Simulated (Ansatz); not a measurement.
Cl₃MoO (SMILES [O]=[Mo]([Cl])([Cl])[Cl]), doublet (typed; the unrestricted solution is spin-contaminated), geometry from GFN2-xTB (such geometries of metal compounds can be far from the true shape) (the multiplicity is a formal guess) (core potentials on Mo), with bond 5-1 at 2.2 times its length; HF/def2-SV(P) (Ansatz, a quantum-chemistry and plane-wave program).

Here is a job for Ansatz.
Ansatz 0.2 input:
```yaml
crystal:
  periodic: [false, false, false]
  atoms:
    - {symbol: Mo, position_ang: [0.38642121, -0.08118934, -0.01229997]}
    - {symbol: O, position_ang: [1.59381395, -0.79626759, -0.84841018]}
    - {symbol: Cl, position_ang: [0.47627775, 0.96715298, 1.82988382]}
    - {symbol: Cl, position_ang: [-0.83372497, 1.14356481, -1.47491885]}
    - {symbol: Cl, position_ang: [-3.42770068, -3.28049285, 0.17904503]}
basis:
  gaussian:
    orbitals: def2-SV_P_.json
hamiltonian:
  xc: hf
magnetization: {spin_polarized: true, initial_magnetization: 1}
scf: {lower_state_search: off}
```
The basis file holds def2-SV(P) in the JSON format of the Basis Set Exchange.

Problem. Predict the main parts of the log of this Ansatz run.

Solution. 
```
Functional definition: HF
these checks for a lower state are left out or cut short: stability, starts, cluster_reference, orbital_swaps, neighbouring_geometries, increment
923 factors; integrals over basis functions are off by at most 2.9e-4 eV
mean field evaluation 1: about -41354.6021 eV, gradient 4.8e1 eV
mean field evaluation 2: about -41354.7214 eV, gradient 4.9e1 eV
mean field evaluation 4: about -41362.5266 eV, gradient 2.9e1 eV
mean field evaluation 8: about -41367.7420 eV, gradient 4.9e0 eV
mean field evaluation 16: about -41368.0779 eV, gradient 1.3e0 eV
mean field evaluation 32: about -41371.9937 eV, gradient 1.4e-3 eV
mean field -41371.99375211 eV, -1520.3927274453 hartree, gradient 6.3e-6 eV, S^2 1.718301; 0 other end points of the search recorded, 0 dependent functions left out
reference -41371.99375211 eV, -1520.3927274453 hartree; 37, 36 occupied and 55, 56 virtual orbitals, 923 factors
Total energy: -41371.99375211 eV, -1520.3927274453 hartree
Checks for a lower state left out: stability, starts, cluster_reference, orbital_swaps, neighbouring_geometries, increment
```
